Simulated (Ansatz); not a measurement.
```yaml
crystal:
  periodic: [false, false, false]
  atoms:
    - {symbol: C, position_ang: [-0.514194, -1.021367, 0.749984]}
    - {symbol: N, position_ang: [-0.036615, 0.337265, 0.465570]}
    - {symbol: Ga, position_ang: [0.810923, 1.113247, -0.799039]}
    - {symbol: F, position_ang: [0.825680, 0.212353, -2.410542]}
    - {symbol: F, position_ang: [1.698141, 2.190347, -0.713957]}
    - {symbol: H, position_ang: [-1.494177, -1.019724, 0.808157]}
    - {symbol: H, position_ang: [-0.692448, -1.274045, -0.377218]}
    - {symbol: H, position_ang: [-0.148560, -1.580844, 1.325080]}
    - {symbol: H, position_ang: [0.125264, 0.782957, 1.469651]}
basis:
  gaussian: {orbitals: def2-TZVP}
hamiltonian: {xc: {name: PBE-QIDH}, pseudopotentials: {relativity: none}}
relax: {f_tol: 0.001, max_steps: 2}
output: {forces: true}
```

```sh
$ ansatz run in.yaml --threads 4 --pin off --events-out ev --progress --plain --max-ram 10444MiB
```

Shortened log:

```
Functional definition: PBE-QIDH
1438 factors; integrals over basis functions are off by at most 3.6e-4 eV
mean field evaluation 1: about -60361.4960 eV, gradient 6.1e1 eV
mean field evaluation 2: about -60361.7172 eV, gradient 6.1e1 eV
mean field evaluation 4: about -60367.8231 eV, gradient 5.4e0 eV
mean field evaluation 8: about -60367.8833 eV, gradient 4.8e-1 eV
mean field evaluation 16: about -60367.8838 eV, gradient 1.7e-4 eV
mean field -60367.88382196 eV, -2218.4788116357 hartree, gradient 5.6e-6 eV, S^2 0.000000; 0 other end points of the search recorded, 0 dependent functions left out
13 core orbitals not correlated: weight in the atoms' cores, before any rotation towards them, 1.000 or more for the frozen orbitals, at most 0.000 for the correlated occupied ones
reference -60367.88383414 eV, -2218.4788120831 hartree; 20, 20 occupied and 163, 163 virtual orbitals, 1438 factors
second order -33.50157353 eV of doubles, -0.00000000 eV of singles
relax step   1: F+E_penalty+E_count = -60379.05101314 eV  Δ(F+E_penalty+E_count) = +0.000e0 eV  max|allowed force component| = 1.994e1 eV/Å  Δτ_max = 0.0000 Å  (44 SCF iters, accepted)
1438 factors; integrals over basis functions are off by at most 5.0e-4 eV
mean field -60372.96596537 eV, -2218.6655769613 hartree, gradient 2.2e-6 eV, S^2 0.000000; 0 other end points of the search recorded, 0 dependent functions left out
13 core orbitals not correlated: weight in the atoms' cores, before any rotation towards them, 1.000 or more for the frozen orbitals, at most 0.000 for the correlated occupied ones
reference -60372.96597752 eV, -2218.6655774078 hartree; 20, 20 occupied and 163, 163 virtual orbitals, 1438 factors
second order -33.45010361 eV of doubles, -0.00000000 eV of singles
relax step   2: F+E_penalty+E_count = -60384.11599991 eV  Δ(F+E_penalty+E_count) = -5.065e0 eV  max|allowed force component| = 6.244e0 eV/Å  Δτ_max = 0.1944 Å  (51 SCF iters, accepted)
Error: geometry relaxation did not converge after 2 steps: max|allowed force component| = 6.24e0 eV/Å (threshold 1.0e-3). Raise `relax.max_steps` over both its present limit and 2, loosen `relax.f_tol`, or start from a geometry closer to equilibrium. Where this run's directory can be resumed (`checkpoint.write`), a resume goes on for up to `relax.max_steps` more
```

Problem. Something in this input is off. What?

Solution. The relaxation is allowed too few steps for its threshold. The run did not converge.
